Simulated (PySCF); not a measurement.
# `C1[C@@H](C)[C@@H](CO)[C@@H]1O`, C6H12O2

Geometry (Å), atoms numbered from 1 in this order:
```xyz
20

C    -1.4490   -1.5107    0.0743
C    -0.7762   -0.3496    0.7857
C    -1.2918    1.0324    0.3372
C     0.0440    1.2904   -0.3887
O     0.6801    2.5155   -0.1759
C     0.6422    0.0376    0.2950
C     1.4267   -0.9219   -0.5919
O     2.5100   -0.2925   -1.2326
H    -1.4685   -1.3487   -0.9998
H    -2.4754   -1.6051    0.4233
H    -0.9302   -2.4440    0.2799
H    -0.8269   -0.5190    1.8640
H    -1.4523    1.7255    1.1621
H    -2.1792    1.0221   -0.2907
H    -0.0185    1.1816   -1.4722
H     0.7225    2.6849    0.7728
H     1.2784    0.3336    1.1371
H     1.7803   -1.7736    0.0117
H     0.8028   -1.3074   -1.3997
H     2.9759    0.2595   -0.5948
```

Method used: TDDFT B3LYP/def2-SVPD circular dichroism and optical rotation, one conformer, gas phase (PySCF 2.14.0). Geometry: GFN2-xTB.

The molecule is flexible and this is one conformer; a measurement averages over conformers. States above about 7.2 eV (minus the energy of the highest occupied orbital) lie near or above the ionisation threshold and depend on the basis.

(1) Draw the ECD and absorption spectra from the lowest 12 states, each a Gaussian of half-width 0.3 eV at 1/e height.

Results:

(1) 
```tsv
E (eV)	λ (nm)	Δε (L mol⁻¹ cm⁻¹)	ε (L mol⁻¹ cm⁻¹)
5.79	214	+0.22	43
5.94	209	+0.90	178
6.09	203	+2.23	447
6.24	199	+3.25	694
6.39	194	+2.30	710
6.54	189	-0.87	609
6.69	185	-4.79	647
6.84	181	-7.76	838
6.99	177	-9.05	1060
7.14	174	-8.53	1200
7.29	170	-6.37	1270
7.44	167	-3.35	1510
7.59	163	+0.19	1950
```
Δε uses R in velocity form, ε uses f in length form. Only the states computed contribute, so the short-wavelength end is incomplete.
